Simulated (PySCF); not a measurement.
Computed properties of FH2MoNO2, SMILES [NH2][Mo](=[O])(=[O])[F], multiplicity 1

Mo(O)2(F)(NH2) (FH2MoNO2), SMILES [NH2][Mo](=[O])(=[O])[F], multiplicity 1. The structure is a stationary point at B3LYP-D3(BJ)/def2-SVP. The multiplicity is an assumed one; no other spin state was optimised. The structure was generated by enumeration; whether it is a known compound was not checked. The def2 effective core potentials stand for the cores of Mo; spin–orbit coupling is left out. Other conformers were not sampled. All values are computed for the isolated molecule unless a solvent is named; none is compared with measurement here.

**Structure.** The optimised structure has Cs symmetry. All 15 harmonic modes at B3LYP-D3(BJ)/def2-SVP (PySCF) are real, so it is a minimum. With heavy atoms numbered as in [Mo:1](=[O:2])(=[O:3])([F:4])[NH2:5], the shortest bond between them is Mo1–O3 at 1.685 Å and the longest Mo1–N5 at 1.924 Å.

**Vibrations.** The strongest infrared lines (harmonic, unscaled, degenerate partners summed) lie at 1031 cm⁻¹ (221 km/mol, O 79 %, Mo 20 %), 518 cm⁻¹ (186 km/mol, H 75 %, N 22 %), 3531 cm⁻¹ (124 km/mol, H 96 %). The softest mode is at 201 cm⁻¹ and the zero-point energy is 21.4 kcal/mol.

**Electronic structure.** HF/def2-TZVP (PySCF) places the frontier levels at -12.49 and 1.00 eV, a gap of 13.49 eV, and gives a dipole moment of 4.17 D and a mean polarisability of 45.2 bohr³. PBE/def2-TZVP (PySCF) at the same geometry gives -7.51 and -3.22 eV, so its gap is 9.20 eV narrower. An orbital gap is neither the optical nor the fundamental gap.

**Excitations.** TDDFT-PBE0/def2-SVPD (PySCF) has S1 at 4.70 eV (264 nm, f = 0.000, dark); the most intense of the 10 singlets computed lies at 5.35 eV (f = 0.07). T1 (TDA) is at 4.07 eV. TDDFT-PBE/def2-SVPD (PySCF) puts S1 at 4.32 eV. No vertical singlet excitation falls in the visible range (under 3.1 eV).
